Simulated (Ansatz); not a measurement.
Consider the formal hydrolysis of the Si–C bond: `SC[SiH]1CN1` + H₂O → `O[SiH]1CN1` + CH₃SH.

Computed with Ansatz on PBE0-D4/def2-TZVP structures; ΔE is electronic, products minus reactants. CBS: MP2 limit from def2 TZ/QZ plus the TZ coupled-cluster correction, frozen cores. This one scheme is used for every species. DFT in def2-TZVPP. One conformer a species, not always the lowest.

| level | ΔE (kcal/mol) |
| --- | --- |
| PBE-D4 | -21.2 |
| PBE | -22.7 |
| r2SCAN | -24.7 |
| HF/def2-TZVPP | -31.0 |
| CCSD/def2-TZVPP | -24.9 |
| MP2/def2-QZVPP | -23.3 |
| SCS-MP2/def2-QZVPP | -24.9 |
| HF/CBS(def2) | -31.2 |

What does CCSD(T)/CBS give? (An estimate is asked.)

The calculation gave: -23.3 kcal/mol. The listed levels differ from it by 2.1, 0.6, -1.4, -7.7, -1.6, 0.0, -1.6, -7.9 kcal/mol.

Largest T1 diagnostic among the species: 0.012.

The D4 term adds +2.5 kcal/mol with B3LYP and +1.4 kcal/mol with PBE0; it sums over pairs of atoms, weighted by their polarisabilities, and B3LYP, whose exchange is more repulsive, gets the larger term. From PBE to PBE0 (25 % exact exchange), in def2-TZVPP and without D4, ΔE moves by −1.0 kcal/mol. In def2-TZVPP, CCSD(T) changes the Hartree–Fock value by +7.2 kcal/mol (the triples alone add +1.2 kcal/mol) and MP2 by +7.5 kcal/mol.

B3LYP here is the variant with VWN-RPA as its local correlation; programs differ in this.
